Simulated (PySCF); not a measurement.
A calculated (M06-L, PySCF 2.14, cc-pVTZ-DK, scalar relativity by spin-free X2C-1e) atom or ion has these occupied shells.

```tsv
shell	electrons	orbital energy (eV)	rms radius, mean of both spins (bohr)
1s α	1	-406.35	0.266
1s β	1	-404.72	0.266
2s α	1	-34.361	1.37
2s β	1	-30.368	1.37
2p α	2	-22.354	1.38
```

Name the element and its charge.

N⁺ (nitrogen, charge +1), in [He] 2s2 2p2, high-spin 3P determinant.
